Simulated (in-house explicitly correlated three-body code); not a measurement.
Computed with an exponentially correlated three-body code. Model: two electrons around a point charge, non-relativistic, variational in 260 exponentially correlated functions (energies converged to about 1e-7 hartree, or 1e-8 relative for large Z).

Command:
```bash
python run_hyl.py task.json out
```
Settings (lengths in bohr, energies in hartree):
```
Z                      10
nuclear_mass           100000
interaction_strength   1
functions              260
states_tried           13
```

Run time, properties included: 29 s on 1 thread of Intel(R) Xeon(R) Platinum 8488C (Sapphire Rapids), on a shared host.

**Those bound S and P states to n = 4 that converged, binding against the one-electron ion.**

Given: nuclear charge 10; mass of the centre 100000 electron masses.

Computed: one-electron threshold -49.9995 hartree.

```
term  energy (hartree)  binding (eV)
1 1S       -93.9058552        1194.8
2 3S                 ?             ?
2 3P       -60.3169496        280.75
2 1S       -60.2947355        280.15
2 1P       -60.0550144        273.62
3 3S       -54.6503612        126.56
3 3P       -54.5543069        123.94
3 1S                 ?             ?
3 1P       -54.4821549        121.98
4 3S       -52.5929573        70.572
4 3P       -52.5535471        69.499
4 1S       -52.5529931        69.484
4 1P       -52.5238969        68.692
```

(1) What belongs in the row 2 3S?

(2) What belongs in the row 3 1S?

**Converged states only, values per electron or pair.**

| term | mean r (bohr) | mean r squared (bohr²) | mean inverse r (1/bohr) | mean r12 (bohr) | mean inverse r12 (1/bohr) | mean cosine | mean p1 dot p2 (bohr⁻²) | delta r1 (bohr⁻³) | delta r12 (bohr⁻³) |
| --- | --- | --- | --- | --- | --- | --- | --- | --- | --- |
| 1 1S | 0.15587 | 0.032557 | 9.6874 | 0.22949 | 5.9372 | -0.013281 | 1.2167 | 297.62 | 32.623 |
| 2 3S | 0.39276 | 0.25028 | 6.1559 | 0.66062 | 1.7828 | -0.0044847 | 0.093011 | 175.78 | - |
| 2 3P | 0.34679 | 0.19246 | 6.137 | 0.57893 | 2.1059 | -0.072792 | -6.4001 | 157.98 | - |
| 2 1S | 0.40289 | 0.26584 | 6.1341 | 0.67337 | 2.092 | -0.00698 | 0.10693 | 174.87 | 5.7344 |
| 2 1P | 0.35484 | 0.20291 | 6.1201 | 0.57235 | 2.2926 | 0.053108 | 6.1752 | 159.42 | 1.5691 |
| 3 3S | 0.80153 | 1.2136 | 5.5086 | 1.4636 | 0.87185 | -0.0015037 | 0.027371 | 163.95 | - |
| 3 3P | ? | ? | ? | ? | ? | ? | ? | ? | - |
| 3 1S | 0.81629 | 1.2636 | 5.5029 | 1.4914 | 0.95391 | -0.0022353 | 0.033852 | 163.76 | 1.6685 |
| 3 1P | ? | ? | ? | ? | ? | ? | ? | ? | ? |
| 4 3S | 1.377 | 3.8284 | 5.2848 | 2.6098 | 0.50997 | -0.00065482 | 0.011471 | 161.15 | - |
| 4 3P | 1.341 | 3.6512 | 5.2826 | 2.5388 | 0.54499 | -0.0068799 | -0.57888 | 159.03 | - |
| 4 1S | 1.3966 | 3.9455 | 5.2825 | 2.6484 | 0.54314 | -0.00096393 | 0.014576 | 161.09 | 0.69712 |
| 4 1P | 1.3561 | 3.7386 | 5.2808 | 2.5671 | 0.5675 | 0.0049977 | 0.60981 | 159.16 | 0.2191 |

(3) What belongs in the row 3 3P?

(4) What belongs in the row 3 1P?

Results:

(1) energy (hartree): -60.668039; binding (eV): 290.31.

(2) energy (hartree): -54.5517037; binding (eV): 123.87.

(3) mean r (bohr): 0.76062; mean r squared (bohr²): 1.0982; mean inverse r (1/bohr): 5.5033; mean r12 (bohr): 1.3841; mean inverse r12 (1/bohr): 0.9581; mean cosine: -0.01747; mean p1 dot p2 (bohr⁻²): -1.4874; delta r1 (bohr⁻³): 158.86.

(4) mean r (bohr): 0.77203; mean r squared (bohr²): 1.1346; mean inverse r (1/bohr): 5.4988; mean r12 (bohr): 1.4019; mean inverse r12 (1/bohr): 1.0122; mean cosine: 0.012743; mean p1 dot p2 (bohr⁻²): 1.5343; delta r1 (bohr⁻³): 159.18; delta r12 (bohr⁻³): 0.50646.
